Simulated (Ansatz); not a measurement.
Several settings on one geometry of the cluster GeSe₂⁻ (that of the charge -1 doublet, r2SCAN-D4/def2-TZVPD). Ansatz on 4 threads of Arm Neoverse V1 on a shared host; times are rough.

```tsv
atom	x (Å)	y (Å)	z (Å)
Ge1	-0.150	0.076	-0.597
Se2	-1.732	-0.934	0.638
Se3	1.882	0.857	-0.041
```

Totals from different functionals, basis sets or treatments of relativity can't be compared as stabilities.

Correlated methods freeze 27 core orbitals; core or outer-core shells of Ge, Se are correlated, in sets that lack core-valence functions.

Task: Give the basis size and estimate the energy, ⟨S²⟩ and time of these runs.

```tsv
run	method	charge	state	further keys
1	ROKS ωB97M-V/def2-TZVPP	-1	doublet	scf: {omitted_lower_state_checks: [starts]}
2	UKS PBE, rpa/def2-TZVPP	-1	doublet	–
3	UKS PBE-D3(BJ)/cc-pVTZ	-1	doublet	final_grid: {core_spheres: 5, valence_spheres: 4, degree: 11}; forces asked
```

Result: 
```
run  functions  energy (Eh)  ⟨S²⟩  wall time
  1        144   -6879.8615     –       15 s
  2        144   -6876.2431  0.75       11 s
  3        129   -6879.3540  0.75        6 s
```

The highest occupied level of an anion often lies above zero with these methods, and sets without diffuse functions describe the outer electron poorly.
